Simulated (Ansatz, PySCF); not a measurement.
Molecule: PbBr$_{2}$ (charge 0, singlet). 
Structure (B3LYP-D3(BJ)/def2-TZVP (Ansatz, a first-principles code) minimum search):
```
Pb
Br 1 2.6339
Br 1 2.6339 2 100.51
```

Dipole moments at this geometry, in debye (magnitudes).

```csv
level,program,dipole (D)
SVWN5/def2-TZVPD,Ansatz,3.93
M06-L/def2-TZVPD,PySCF,4.18
TPSSh/def2-TZVPD,PySCF,4.32
M06-2X/def2-TZVPD,PySCF,4.81
CCSD(T)/def2-SVPD,Ansatz,4.41
```
